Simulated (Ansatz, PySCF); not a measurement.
Pulling on the Be1–H2 bond in BeHI (SMILES [BeH][I]) (multiplicity 1 held, fragments rigid). Energies count from the point at 1.323 Å.
Geometry at that point (charge 0, multiplicity 1):
```xyz
3

Be     0.000     0.000    -1.962
H      0.000     0.000    -3.285
I      0.000     0.000     0.210
```

```json
[
 {"level": "U-HF/LANL2DZ", "energy at R = 4.233 Å (kcal/mol)": "73.02", "cost": "-"},
 {"level": "R-PBE/def2-TZVPPD", "energy at R = 4.233 Å (kcal/mol)": "113.85", "cost": "×1"},
 {"level": "U-PBE/def2-TZVPPD", "energy at R = 4.233 Å (kcal/mol)": "89.39", "cost": "-"},
 {"level": "R-r2SCAN/def2-TZVPPD", "energy at R = 4.233 Å (kcal/mol)": "121.77", "cost": "×1"},
 {"level": "U-r2SCAN/def2-TZVPPD", "energy at R = 4.233 Å (kcal/mol)": "89.38", "cost": "-"},
 {"level": "R-B3LYP/LANL2DZ", "energy at R = 4.233 Å (kcal/mol)": "128.80", "cost": "-"},
 {"level": "U-B3LYP/def2-TZVPPD", "energy at R = 4.233 Å (kcal/mol)": "94.53", "cost": "-"},
 {"level": "R-wB97X-V/def2-TZVPPD", "energy at R = 4.233 Å (kcal/mol)": "143.51", "cost": "×2"},
 {"level": "U-wB97X-V/def2-TZVPPD", "energy at R = 4.233 Å (kcal/mol)": "95.80", "cost": "-"},
 {"level": "R-MP2/def2-TZVPPD", "energy at R = 4.233 Å (kcal/mol)": "125.30", "cost": "-"},
 {"level": "CASSCF(2,2)/def2-TZVPPD", "energy at R = 4.233 Å (kcal/mol)": "81.58", "cost": "-"},
 {"level": "FIC-NEVPT4(SD) on CASSCF(2,2)/def2-TZVPPD", "energy at R = 4.233 Å (kcal/mol)": "92.28", "cost": "-"},
 {"level": "FIC-MRCISD on CASSCF(2,2)/def2-TZVPPD", "energy at R = 4.233 Å (kcal/mol)": "91.67", "cost": "-"},
 {"level": "FIC-MRCISD+Q on CASSCF(2,2)/def2-TZVPPD", "energy at R = 4.233 Å (kcal/mol)": "92.93", "cost": "-"}
]
```

The rows run from 73.02 (U-HF/LANL2DZ) to 143.51 kcal/mol (R-wB97X-V/def2-TZVPPD). The 4 U-functionals in def2-TZVPPD without D3 or D4 span 6.42, from U-r2SCAN to U-wB97X-V.

R- and RO- levels are restricted; in cc, def2 and unpolarised 6-31G sets they are followed outwards from rest. U- levels take the lowest unrestricted solution at each point, which mixes spins at long bonds. Active spaces are followed from a long bond inwards. Levels need not reach the same state.

Frozen-core correlation. Filled d and f shells under p-block atoms count as core. Rows in LANL2DZ carry no dispersion term and start afresh at each structure. LANL2DZ brings its own core potentials from Na on.

Doubts at one or more of the structures used: a spin-contaminated determinant (U-HF/LANL2DZ, U-PBE/def2-TZVPPD, U-r2SCAN/def2-TZVPPD, U-B3LYP/def2-TZVPPD, U-wB97X-V/def2-TZVPPD); a restricted determinant that unrestricted orbitals would lower (R-PBE/def2-TZVPPD, R-r2SCAN/def2-TZVPPD, R-wB97X-V/def2-TZVPPD, R-MP2/def2-TZVPPD).

Codes used: Ansatz (Gaussian basis) for Hartree–Fock, density functionals and correlated methods; PySCF for LANL2DZ rows. Each number belongs to the level named beside it. In def2 rows elements past Kr take small-core potentials, without spin–orbit coupling.

Costs are rough ratios of core time to R-PBE/def2-TZVPPD (about 2.5 s over the structures, on one shared machine); a dash marks a level with no comparable run of its own.

Ansatz is a quantum-chemistry and plane-wave program.
